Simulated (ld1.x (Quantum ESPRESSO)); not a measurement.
u(r) = r·R(r): atom against pseudo-atom (H (Z = 1))

Columns: radius, all-electron u(r) and pseudo u(r) of the 1s shell (level -6.33 eV) of hydrogen in the configuration 1s1; PBEsol, scalar-relativistic, TM scheme, ld1.x (Quantum ESPRESSO) 7.5.

| r (bohr) | all-electron | pseudo |
| --- | --- | --- |
| 0.075 | 0.1308 | 0.1015 |
| 0.150 | 0.2426 | 0.2005 |
| 0.225 | 0.3375 | 0.2946 |
| 0.300 | 0.4173 | 0.3817 |
| 0.375 | 0.4839 | 0.4598 |
| 0.450 | 0.5388 | 0.5274 |
| 0.525 | 0.5835 | 0.5835 |
| 0.600 | 0.6192 | 0.6279 |
| 0.675 | 0.6470 | 0.6610 |
| 0.750 | 0.6680 | 0.6839 |
| 0.825 | 0.6831 | 0.6981 |
| 0.900 | 0.6929 | 0.7054 |
| 0.975 | 0.6984 | 0.7073 |
| 1.050 | 0.6999 | 0.7055 |
| 1.125 | 0.6981 | 0.7010 |
| 1.200 | 0.6934 | 0.6947 |
| 1.275 | 0.6863 | 0.6867 |
| 1.350 | 0.6772 | 0.6772 |
| 1.425 | 0.6663 | 0.6663 |
| 1.500 | 0.6539 | 0.6539 |
| 1.575 | 0.6403 | 0.6403 |
| 1.650 | 0.6258 | 0.6258 |
| 1.725 | 0.6104 | 0.6104 |
| 1.800 | 0.5945 | 0.5945 |
| 1.875 | 0.5781 | 0.5781 |
| 1.950 | 0.5613 | 0.5613 |

(1) How many radial nodes do the two functions have?

(2) At about which radius was the pseudo-wave matched?

(3) Is the pseudo-wave norm-conserving?

Answers

(1) The all-electron 1s function has n − l − 1 = 0; the pseudo-wave has 0.

(2) 1.50 bohr. The columns agree to 0.0005 from 1.27 bohr on; several derivatives are matched, so the curves merge somewhat inside the radius.

(3) Yes: the TM scheme keeps the norm inside the radius equal to the all-electron one, which fixes the energy derivative of the logarithmic derivative at the level.
